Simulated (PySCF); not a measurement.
How methods differ on the excitation energy of Pd

Pd [Kr] 4d10 (1S) → Pd [Kr] 4d9 5p1 (high-spin determinant), as a difference of total energies. Calculation: PySCF 2.14, in ANO-RCC-VTZP (7s6p4d2f1g, 68 functions); scalar relativity by spin-free X2C-1e. Correlated levels: valence and next inner shell: [Ar] 3d10 frozen. The calculations carry no spin-orbit coupling.

```
                                method  excitation energy (eV)
                                   UHF                   4.178
    MP2 (valence and next inner shell)                   5.963
SCS-MP2 (valence and next inner shell)                   5.797
   CCSD (valence and next inner shell)                   5.295
CCSD(T) (valence and next inner shell)                   5.386
```

**Question.** How much does correlation contribute at CCSD(T) (valence and next inner shell)?

**Answer.** 5.386 − (4.178) = 1.208 eV, measured against UHF.

A first-order spin-orbit estimate (lowest level to lowest level, LS coupling) adds -0.084 eV.

The basis was made for the ground configuration and has no added diffuse functions, so the excitation energy can come out too high.

The determinant of the upper state mixes LS terms, which raises its energy above the lowest term, most at the Hartree-Fock and MP2 levels.
